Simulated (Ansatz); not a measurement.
Two spin states of SrS, each at its own minimum; 2S+1 = 1, 3 were tried, and the measured ground state has 1. No spin–orbit coupling.

Each state is the lowest solution found for its spin in def2 and cc sets. The singlet is a restricted closed-shell determinant, which can mix singlet states where a π or δ shell is part-filled.

Correlated levels freeze the inner cores; with def2 sets outer-core shells near the valence are correlated too.

Codes used: Ansatz (Gaussian basis) for Hartree–Fock, density functionals and correlated methods.  In def2 rows elements past Kr take small-core potentials, without spin–orbit coupling.

```json
[
 {"level": "PBE/def2-TZVPP", "energy of the multiplicity-3 state above the multiplicity-1 state (kcal/mol)": "26.25"},
 {"level": "PBE0/def2-TZVPP", "energy of the multiplicity-3 state above the multiplicity-1 state (kcal/mol)": "20.80"},
 {"level": "wB97X-V/def2-TZVPP", "energy of the multiplicity-3 state above the multiplicity-1 state (kcal/mol)": "17.71"},
 {"level": "CCSD/def2-TZVPP", "energy of the multiplicity-3 state above the multiplicity-1 state (kcal/mol)": "10.71"},
 {"level": "CCSD(T)/def2-TZVPP", "energy of the multiplicity-3 state above the multiplicity-1 state (kcal/mol)": "(withheld)"}
]
```

Question: Complete the blanks.

Answer: 
- CCSD(T)/def2-TZVPP, energy of the multiplicity-3 state above the multiplicity-1 state (kcal/mol): 15.38

Ansatz is a first-principles code.
